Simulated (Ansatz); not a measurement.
Be2+, multiplicity 2 (lowest of 2S+1 = 2, 4 at CCSD(T)/def2-TZVPP on PBE0 minima; our sources give no spin for the ground state, which may be another), most abundant isotopes (9.0122 and 9.0122 u). Constants from fifth-degree fits in 1/R to seven points on the lowest solution found; no spin–orbit coupling, no relativity up to Kr; ω_e x_e and α_e move by some per cent with the fit.

Cores are frozen in the correlated methods. CBS(a, b) extrapolates the correlation energy as X⁻³ and adds the Hartree–Fock energy of set b.

Codes used: Ansatz (an electronic-structure program). Values without a source in brackets are computed.

```csv
level,r_e (Å),ω_e (cm⁻¹),ω_e x_e (cm⁻¹),α_e (cm⁻¹)
PBE/def2-TZVPP,2.2173,539.9,5.37,0.0108
"CCSD(T)/CBS(aug-cc-pVTZ, aug-cc-pVQZ)",2.2315,522.7,4.64,0.0102
```

Problem. Derive the rotational constants, the centrifugal constant, the fundamental, the zero-point energy and the force constant.

Solution. 
μ = 4.50609 u.
- PBE/def2-TZVPP: B_e = 16.8576/(μ r_e²) = 0.76092 cm⁻¹; B₀ = B_e − α_e/2 = 0.75554 cm⁻¹; D = 4B_e³/ω_e² = 6.05e-06 cm⁻¹; fundamental ω_e − 2ω_e x_e = 529 cm⁻¹; zero-point energy ω_e/2 − ω_e x_e/4 = 269 cm⁻¹; k = μ(2πcω_e)² = 77.4 N/m
- CCSD(T)/CBS(aug-cc-pVTZ, aug-cc-pVQZ): B_e = 16.8576/(μ r_e²) = 0.75125 cm⁻¹; B₀ = B_e − α_e/2 = 0.74614 cm⁻¹; D = 4B_e³/ω_e² = 6.21e-06 cm⁻¹; fundamental ω_e − 2ω_e x_e = 513 cm⁻¹; zero-point energy ω_e/2 − ω_e x_e/4 = 260 cm⁻¹; k = μ(2πcω_e)² = 72.5 N/m

Doubts at one or more of the structures used: a spin-contaminated determinant (CCSD(T)/CBS(aug-cc-pVTZ, aug-cc-pVQZ)); T1 above 0.05 (CCSD(T)/CBS(aug-cc-pVTZ, aug-cc-pVQZ)).
